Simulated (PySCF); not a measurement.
C4H4NO2 (charge -1).
Bonds: N1–C2 (triple), C2–C3, C3–C4, C4–C5, C5–O6 (double), C5–O7. Hydrogens: H8, H9 on C3; H10, H11 on C4.

Structure optimised with GFN2-xTB, isolated species.

Q: List the bond lengths, angles and torsions at this level.

A: 
```tsv
bond	length (Å)
N1≡C2	1.150
C2–C3	1.427
C3–C4	1.529
C4–C5	1.606
C5=O6, C5–O7	1.234
C3–H8, C3–H9	1.097
C4–H10, C4–H11	1.093
```

Bonds in one row agree within 0.01 Å and their mean is given. A selection of angles:
```tsv
angle	degrees
N1–C2–C3	177.7
C2–C3–C4	111.5
C2–C3–H8	109.4
C2–C3–H9	110.8
C4–C3–H8	110.4
C4–C3–H9	106.6
H8–C3–H9	108.0
C3–C4–C5	109.8
C3–C4–H10	112.2
C3–C4–H11	110.4
C5–C4–H10	109.3
C5–C4–H11	106.6
H10–C4–H11	108.3
C4–C5–O6	114.4
C4–C5–O7	115.2
O6–C5–O7	130.4
```

Torsions: C2–C3–C4–C5 -160° (antiperiplanar); C3–C4–C5–O6 -154° (antiperiplanar). The mirror-image conformer, all signs reversed, is as good.

The 3 C–C bonds span 1.427 Å (C2–C3, drawn single) to 1.606 Å (C4–C5, drawn single), a spread of 0.179 Å. C5 (carboxylate carbon) is planar (angles 130.4°, 115.2° and 114.4°, sum 360.0°, 0.01 Å off the plane of its three neighbours). Of the pairs four or more bonds apart, O7···H9 is among the closest relative to their van der Waals radii: 2.23 Å, 82 % of the sum of Bondi's values.

Point group: C1 (no symmetry element, even within 0.4 Å). GFN2-xTB frequencies: not computed here.
